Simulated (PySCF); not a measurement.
Species: C6H9S2 (doublet state).
Atom-mapped SMILES: `[CH3:1][S:2][C@:3]1([CH3:4])[CH:5][CH2:6][C:7]1=[S:8]` (hydrogens: H9, H10, H11 on C1; H12, H13, H14 on C4; H15 on C5; H16, H17 on C6)

Geometry (GFN2-xTB, Å), atoms numbered from 1 in this order:
```xyz
17
C6H9S2 angstrom
C      2.4300    0.0793   -0.0448
S      1.2224   -0.5528    1.1454
C     -0.4368    0.1748    0.4800
C     -0.3392    1.6792    0.4407
C     -1.5236   -0.5554    1.1337
C     -1.6581   -1.5401    0.0205
C     -0.6709   -0.6802   -0.7347
S     -0.1539   -0.6323   -2.2602
H      2.0624   -0.0949   -1.0538
H      3.3383   -0.4923    0.1184
H      2.6158    1.1350    0.1293
H      0.3601    1.9899   -0.3320
H     -1.3170    2.0981    0.2095
H     -0.0101    2.0621    1.4040
H     -1.9599   -0.4885    2.1071
H     -1.3263   -2.5622    0.2301
H     -2.6403   -1.6077   -0.4568
```

The hyperfine couplings belong to this conformer and change with its torsions.

The calculation used UKS B3LYP, pcH-1 on C H S, non-relativistic, mean-field spin-orbit, GIAO (PySCF). Isolated species at its GFN2-xTB geometry (one conformer only). Couplings are sensitive to structure, and on GFN2-xTB geometries they can be far from those on DFT ones. Stability of the SCF solution: not tested.

Principal values of hyperfine tensors in MHz (contact, dipolar and spin–orbit terms together), for some of the nuclei:

| atom | isotope | A1 | A2 | A3 |
| --- | --- | --- | --- | --- |
| H16 | 1H | 102.25 | 103.08 | 114.11 |
| H17 | 1H | 95.19 | 95.88 | 108.31 |
| C5 | 13C | 18.73 | 20.22 | 251.08 |
| H15 | 1H | -95.55 | -59.39 | -21.67 |
| C6 | 13C | -35.06 | -31.42 | -30.14 |
| C4 | 13C | 25.33 | 25.66 | 32.99 |
| C3 | 13C | -28.92 | -24.31 | -19.09 |
| H10 | 1H | 13.05 | 14.85 | 16.72 |

Problem. Give the isotropic coupling of each nucleus in MHz and in mT (g = 2.0036), and the anisotropic part.

Solution. a_iso is a third of the trace, T = A − a_iso, and a(mT) = a(MHz)/(g × 13.996). The tensors hold a spin–orbit part: the run splits a_iso into a_FC + a_SO, and T includes its anisotropic share.

| atom | a_iso (MHz) | a_FC | a_SO | a_iso (mT) | T1 | T2 | T3 |
| --- | --- | --- | --- | --- | --- | --- | --- |
| H16 | 106.48 | 106.48 | 0.00 | 3.797 | -4.23 | -3.40 | 7.63 |
| H17 | 99.80 | 99.79 | 0.00 | 3.559 | -4.60 | -3.91 | 8.51 |
| C5 | 96.68 | 96.77 | -0.10 | 3.447 | -77.95 | -76.45 | 154.40 |
| H15 | -58.87 | -58.88 | 0.01 | -2.099 | -36.68 | -0.52 | 37.20 |
| C6 | -32.21 | -32.23 | 0.02 | -1.148 | -2.85 | 0.79 | 2.07 |
| C4 | 27.99 | 28.01 | -0.02 | 0.998 | -2.67 | -2.33 | 5.00 |
| C3 | -24.10 | -24.11 | 0.00 | -0.860 | -4.82 | -0.20 | 5.02 |
| H10 | 14.88 | 14.87 | 0.00 | 0.530 | -1.83 | -0.02 | 1.85 |

Problem. What spin density at the nucleus of H17 lies behind its contact coupling (g_N = 5.58569)?

Solution. a_FC = 800.24 MHz bohr³ × g_N × ρ(0)/(2S). With a_FC = 99.79 MHz and 2S = 1, ρ(0) = 0.02233 bohr⁻³. In magnitude that is 7.0 % of the 1/π = 0.318 of a free hydrogen atom.

Problem. S2 (33S, g_N = 0.42921) isn't in the table. Its spin density at the nucleus is 0.132 bohr⁻³. What is its contact coupling?

Solution. By the same relation, a_FC = 45.3 MHz. The spin–orbit term adds +0.20 MHz. Its full tensor has the principal values 33.46, 33.71, 69.49 MHz.

Problem. Which nucleus of the table has the largest anisotropic coupling, and what is its form?

Solution. C5: -77.9, -76.5, 154.4 MHz, axial, in the ratio −1:−1:+2, the form that spin in one p orbital centred on that nucleus gives.

Problem. What first-order splitting does H16 cause when the field lies along A1, A2 or A3 of its tensor (g taken as isotropic, no quadrupole term)?

Solution. 2 lines (I = 1/2), spaced by |A_i|/(g × 13.996): 3.65, 3.68, 4.07 mT along the axes of A1, A2 and A3.

On Arm Neoverse V1, one thread, shared host, this took 2.3 min wall (grids of density and orbitals included) and 1.1 GiB of memory at its peak.
